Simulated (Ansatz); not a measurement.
```xyz
8

Si   -0.0418   -0.0132   -1.1492
Si   -0.0316   -0.0076    1.2112
H     0.0047   -1.3861   -1.6431
H    -1.2580    0.7107   -1.6648
H     1.1772    0.6705   -1.6824
H    -0.0349    1.3847    1.6594
H    -1.1863   -0.7308    1.7180
H     1.2407   -0.7414    1.6725
```

Basis set: 6-31G* (spherical functions). Frozen core: 10 orbitals. Charge 0, multiplicity 1.

Computed with Ansatz (development build ahead of 0.2.0); each method stands on the lowest determinant of its kind that the runs found. Restricted open shells among the atoms or ions are ROHF, correlated in semicanonical orbitals with singles.

The atomization energy at this shape (free ground-state atoms in the same class of orbitals less the molecule, no zero-point energy) of singlet Si₂H₆:

```tsv
method	atomization energy
RHF	1716.3 kJ/mol
```

(1) What does RHF-MP2 give?

Answers

(1) 1912.2 kJ/mol.
